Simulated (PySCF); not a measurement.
Compound: MnBr₂ (sextet state).
SMILES: `[Br][Mn][Br]`

Theory: PBE0-D3(BJ)/def2-SVP geometry optimisation, gas phase in PySCF 2.14.0.

Masses are those of the commonest isotopes; rigid-rotor values at the optimised geometry. 

Problem. What are the moment of inertia and the rotational constant?

Solution. I = 856.095 u·Å², B = 505379 MHz·u·Å²/I = 590.3 MHz (0.0197 cm⁻¹, or 0.028 K as hB/k).

If the electronic state has orbital angular momentum about the axis (Π, Δ; not determined here), the simple ladder of levels BJ(J+1) doesn't apply.

Stationary, but not proved a minimum. ⟨S²⟩ = 8.767 (exact for a sextet: 8.75). Constants of a rigid frame at the computed geometry: no zero-point averaging, no centrifugal distortion.

Caution for open-shell metal species: one SCF solution and one stationary point were followed, and a lower state or a bent or distorted shape isn't ruled out.

***

Species: PdH (doublet state).
Geometry (PBE0-D3(BJ)/def2-SVP, Å), atoms numbered from 1 in this order:
```
atom  x, y, z in Å
Pd1   -0.6990   -0.3020    0.0634
H2     0.7165    0.2732   -0.0755
```

Method: PySCF, PBE0-D3(BJ)/def2-SVP geometry optimisation, gas phase, def2 core potentials past Kr.

Take the most abundant isotopes and a rigid rotor. 

**Question.** What are the moment of inertia and the rotational constant?

**Answer.** I = 2.350 u·Å², B = 505379 MHz·u·Å²/I = 215078 MHz (7.1742 cm⁻¹, or 10.322 K as hB/k). For two atoms I = μr² with μ = 0.9983 u and r = 1.5342 Å.

If the electronic state has orbital angular momentum about the axis (Π, Δ; not determined here), the simple ladder of levels BJ(J+1) doesn't apply.

Whether it is a minimum is left open (no frequencies). ⟨S²⟩ = 0.751 (exact for a doublet: 0.75). No vibrational averaging or centrifugal distortion is included, and the geometry carries the error of its method.
